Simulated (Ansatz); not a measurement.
Consider the formal exchange of groups at the Si–C bond: `C=C[Si](F)(F)C=C` + SiH₄ → `C=C[Si](F)(F)[SiH3]` + `C=C`.

Calculated with Ansatz (gas phase, PBE0-D4/def2-TZVP geometries, no zero-point term in ΔE). CCSD(T)/CBS adds triple-zeta CCSD(T) − MP2 to the extrapolated MP2 energy (def2 sets, frozen cores). This one scheme is used for every species. DFT in def2-TZVPP. Each species was taken in one conformer, which may not be the lowest.

| level | ΔE (kJ/mol) |
| --- | --- |
| ωB97X-V | 21.2 |
| ωB97M-V | 27.2 |
| SCS-MP2/def2-TZVPP | 31.0 |
| MP2/CBS(def2) | 28.3 |

What does CCSD(T)/CBS give? (An estimate is asked.)

Computed: +22.8 kJ/mol. The listed levels differ from it by -1.6, 4.4, 8.2, 5.5 kJ/mol.

Largest T1 diagnostic among the species: 0.013.

From PBE to PBE0 (25 % exact exchange), in def2-TZVPP and without D4, ΔE moves by +5.2 kJ/mol.

CCSD(T)/CBS has its own doubt, a few kJ/mol and more with outer-core shells, so smaller differences from it don't rank the levels.
